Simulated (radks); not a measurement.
Results of a calculation; reference values are marked as such.
Question: Tl V, configuration [Xe] 4f14 5d9. Code: a radial shooting solver on a logarithmic mesh with Libxc functionals. Model: scalar-relativistic Kohn-Sham, SCAN, spin-polarised, spherical densities, finite nucleus; open shells are filled with parallel spins first (spin-orbit coupling, left out, can overturn this in heavy ions); meta-GGA in the generalised Kohn-Sham scheme; Fermi nuclear charge, rms radius 5.4759 fm. Some entries of the table are withheld. Estimate them.

orbital,occ.,eigenvalue (hartree),<r^2> (bohr^2)
1s up,1,-3150.528,0.0003690
1s down,1,-3150.528,0.0003690
2s up,1,-563.4571,0.005601
2s down,1,-563.4545,0.005601
2p up,3,-484.8331,0.004755
2p down,3,-484.8305,0.004755
3s up,1,-136.2797,0.03601
3s down,1,-136.2785,0.03601
3p up,3,-113.5240,0.03725
3p down,3,-113.5225,0.03725
3d up,5,-89.86974,0.03092
3d down,5,-89.86706,0.03092
4s up,1,-31.98680,0.1728
4s down,1,-31.98180,0.1728
4p up,3,-24.49345,0.1977
4p down,3,-24.48903,0.1977
4d up,5,-15.66856,0.2231
4d down,5,-15.66354,0.2230
5s up,1,-6.61335,(1)
5s down,1,-6.57974,(2)
4f up,7,-5.94239,0.2627
4f down,7,-5.93618,0.2622
5p up,3,-4.56550,1.128
5p down,3,-4.52625,1.125
5d up,5,-2.21584,(3)
5d down,4,-2.17831,(4)

Answer: 
(1) 5s up <r^2> (bohr^2): 0.8641
(2) 5s down <r^2> (bohr^2): 0.8609
(3) 5d up <r^2> (bohr^2): 1.908
(4) 5d down <r^2> (bohr^2): 1.921
